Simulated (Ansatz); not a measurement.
```yaml
crystal:
  periodic: [false, false, false]
  atoms:
    - {symbol: Sc, position_ang: [-1.516232, 0.335805, -0.479329]}
    - {symbol: Sc, position_ang: [1.314169, 0.369039, -0.971053]}
    - {symbol: Sc, position_ang: [0.202054, -0.704844, 1.450392]}
basis:
  gaussian: {orbitals: def2-TZVPD, final_grid: {core_spheres: 5, valence_spheres: 4, degree: 11}}
magnetization: {spin_polarized: true, initial_magnetization: 3}
hamiltonian: {xc: {name: wB97X-D}}
output: {forces: true}
```

```sh
$ ansatz run in.yaml --threads 4 --pin off --events-out ev --progress --plain --max-ram 3916MiB
```

Output, abridged:

```
Error: YAML parse error: error: line 10 column 19: hamiltonian.xc: no functional is named "wB97X-D"; the names, which are not case-sensitive, are SVWN5, SPW92, PBE, PBE0, PBEsol, revPBE, revPBE0, RPBE, rPW86-PBE, HSE06, wPBEh, LC-wPBE, HISS, HF, BLYP, B3LYP, B3LYP5, BHLYP, CAM-B3LYP, r2SCAN, r2SCANh, r2SCAN0, r2SCAN50, m-r2SCAN, B97, wB97, wB97X, wB97X-V, B97M-V, wB97M-V, B2PLYP, B2GP-PLYP, PBE0-DH, PBE-QIDH
  --> <input>:10:19
   |
 8 |   gaussian: {orbitals: def2-TZVPD, final_grid: {core_spheres: 5, valence_spheres: 4…
 9 | magnetization: {spin_polarized: true, initial_magnetization: 3}
10 | hamiltonian: {xc: {name: wB97X-D}}
   |                   ^ hamiltonian.xc: no functional is named "wB97X-D"; the names, which are not case-sensitive, are SVWN5, SPW92, PBE, PBE0, PBEsol, revPBE, revPBE0, RPBE, rPW86-PBE, HSE06, wPBEh, LC-wPBE, HISS, HF, BLYP, B3LYP, B3LYP5, BHLYP, CAM-B3LYP, r2SCAN, r2SCANh, r2SCAN0, r2SCAN50, m-r2SCAN, B97, wB97, wB97X, wB97X-V, B97M-V, wB97M-V, B2PLYP, B2GP-PLYP, PBE0-DH, PBE-QIDH
11 | output: {forces: true}
   |
```

In this input the method's name isn't one that the program takes here. The program refused the input.
